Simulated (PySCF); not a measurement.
Job file and geometry (Å, from GFN2-xTB) of an NMR shielding run on `[SiH3][N]([AlH][C]#C)[C@H](C)[SiH3]`, C₄H₁₂AlNSi₂, GIAO PBE0/pcSseg-1 NMR shielding, non-relativistic, gas phase in PySCF; density fitting, a coarse starting grid and PySCF grid level 2 are the driver's defaults:

```
$ OMP_NUM_THREADS=1 python probes_run.py task.json out

{"job": {"kind": "nmr", "xc": "PBE0", "basis": "pcSseg-1"}, "charge": 0, "multiplicity": 1}
C      3.638425    -1.092290    -1.036484
C      2.575785    -0.545961    -1.239650
Al     0.851418     0.321585    -1.509649
N     -0.200284     0.863965    -0.131389
Si     0.011937     2.393315     0.655821
C     -1.156355    -0.081068     0.456209
C     -0.500196    -0.886413     1.576552
Si    -1.766986    -1.222687    -0.938936
H      4.568732    -1.564810    -0.873913
H      0.351123     0.696735    -2.916791
H      0.955859     3.091333    -0.228567
H     -1.288540     3.068994     0.752066
H      0.563289     2.283442     2.014149
H     -1.995585     0.481657     0.887024
H      0.361764    -1.423157     1.178946
H     -0.151962    -0.223565     2.366976
H     -1.200293    -1.603479     2.001677
H     -2.562027    -2.321673    -0.387032
H     -0.531071    -1.760816    -1.567870
H     -2.530180    -0.464428    -1.930051
```

Task: Write the output of this run.

Result: 
```
coarse grid: 17720 points
cycle   1  E = -1034.9539526899  dE =  4.966e-01  |g| = 6.034e-01  |ddm| = 4.106e+00
cycle   2  E = -1034.8667569688  dE =  8.720e-02  |g| = 8.533e-01  |ddm| = 1.512e+00
cycle   3  E = -1035.0371415706  dE = -1.704e-01  |g| = 1.613e-01  |ddm| = 9.939e-01
cycle   4  E = -1035.0429511204  dE = -5.810e-03  |g| = 5.142e-02  |ddm| = 1.760e-01
cycle   5  E = -1035.0433861188  dE = -4.350e-04  |g| = 3.305e-02  |ddm| = 5.864e-02
cycle   6  E = -1035.0436553139  dE = -2.692e-04  |g| = 5.033e-03  |ddm| = 2.594e-02
cycle   7  E = -1035.0436614118  dE = -6.098e-06  |g| = 9.261e-04  |ddm| = 5.560e-03
final grid: 156032 points
cycle   8  E = -1035.0892184004  dE = -3.161e-05  |g| = 8.100e-03  |ddm| = 3.471e-02
cycle   9  E = -1035.0892034080  dE =  1.499e-05  |g| = 1.126e-02  |ddm| = 1.919e-02
cycle  10  E = -1035.0892346337  dE = -3.123e-05  |g| = 1.430e-03  |ddm| = 1.164e-02
cycle  11  E = -1035.0892350801  dE = -4.463e-07  |g| = 3.212e-04  |ddm| = 1.488e-03
cycle  12  E = -1035.0892350996  dE = -1.949e-08  |g| = 1.347e-04  |ddm| = 3.709e-04
cycle  13  E = -1035.0892351033  dE = -3.741e-09  |g| = 5.997e-05  |ddm| = 1.280e-04
cycle  14  E = -1035.0892351041  dE = -8.313e-10  |g| = 1.758e-05  |ddm| = 5.259e-05
converged SCF energy = -1035.0892351041

GIAO shielding tensors (ppm)
atom      isotropic    diamagn.    paramagn.     s11        s22        s33       span
  0 C       82.451     261.166    -178.714     -8.080      0.621    254.814    262.894
  1 C       86.849     255.197    -168.349    -13.121    -10.484    284.151    297.272
  2 Al     394.936     798.078    -403.142    363.489    394.741    426.578     63.089
  3 N      226.058     329.455    -103.397    199.962    223.985    254.228     54.265
  4 Si     415.216     881.171    -465.955    350.100    417.292    478.257    128.156
  5 C      142.521     246.366    -103.845    117.281    135.583    174.699     57.418
  6 C      161.374     249.416     -88.042    138.958    162.798    182.367     43.409
  7 Si     403.730     880.943    -477.214    359.133    398.284    453.772     94.639
  8 H       29.814      32.977      -3.163     24.569     24.697     40.176     15.607
  9 H       26.998      29.416      -2.419     23.347     25.046     32.600      9.253
 10 H       27.128      30.053      -2.925     23.268     25.769     32.348      9.080
 11 H       27.114      29.829      -2.715     23.134     25.262     32.945      9.810
 12 H       26.795      30.243      -3.448     22.664     25.447     32.273      9.608
 13 H       28.993      32.128      -3.135     25.556     28.127     33.296      7.741
 14 H       30.384      32.396      -2.012     27.034     29.569     34.550      7.516
 15 H       29.521      31.574      -2.053     25.126     28.452     34.984      9.858
 16 H       30.565      30.740      -0.175     26.103     27.883     37.709     11.606
 17 H       27.527      29.535      -2.008     24.069     25.202     33.308      9.239
 18 H       27.912      30.711      -2.799     24.485     28.186     31.066      6.581
 19 H       27.293      29.733      -2.440     24.197     25.148     32.533      8.337
```

Size and cost of the density-fitted run: 217 basis functions, 58 s wall time on 1 thread of an Arm Neoverse V2, shared host; peak memory 1.1 GiB.
